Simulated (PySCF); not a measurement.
# Two-dimensional NMR puzzle

Compound of formula C₄H₁₁NO₂Si₂. Correlations simulated from computed shifts and the bond graph:

HSQC (one-bond C–H):
```tsv
δH	δC
4.28	68.2
1.57	26.6
1.33	27.8
```

COSY cross peaks (H two or three bonds apart, from the bond graph; peaks can be absent where the dihedral angle is near 90°):
```tsv
δH	δH
4.28	1.57
4.28	1.33
```

HMBC (two and three bonds, from the bond graph):
```tsv
δH	δC
4.68	127.9, 68.2
4.28	27.8, 26.6
1.57	68.2, 27.8
1.33	68.2, 26.6
```

Carbons without hydrogens: δ 127.9.

Level of theory: GFN2-xTB geometry, shieldings: GIAO PBE0/pcSseg-1, in PySCF 2.14 (fast rotation and ring inversion assumed for equivalent nuclei, single conformer, no relativistic terms, no solvent model).

δ = σ(ref) − σ, references computed at the same level: ¹H (σ = 31.72 ppm) and ¹³C (σ = 186.93 ppm) vs TMS.

Exchangeable hydrogens are left out of these lists.

**Question.** Assemble the structure.

**Answer.** SMILES CC(C)O[Si@@H](C#N)O[SiH3].

Atoms are numbered as in `[CH3:1][CH:2]([CH3:3])[O:4][Si@@H:5]([C:6]#[N:7])[O:8][SiH3:9]`; H(Xn) means a hydrogen on atom n.

1. δC 127.9 is C6, a nitrile carbon.
2. δC 68.2 is C2, an sp3 CH bonded to O (δH 4.28).
3. δC 27.8 is C3, a methyl carbon (δH 1.33).
4. δC 26.6 is C1, a methyl carbon (δH 1.57).
5. HMBC from δH 4.68 reaches the proton-free carbon C6.
6. COSY links 4.28–1.57, 4.28–1.33.

The data come from this structure; uniqueness wasn't tested.

Shifts are as computed. Against solution values, carbons near 30 ppm lie about +3 ppm off and those near 130 ppm about +5 ppm. Of 1211 compounds with measured shifts, 218 miss one by over three times the rms of a fit or turn the order of signals round; such compounds aren't used in these exercises.
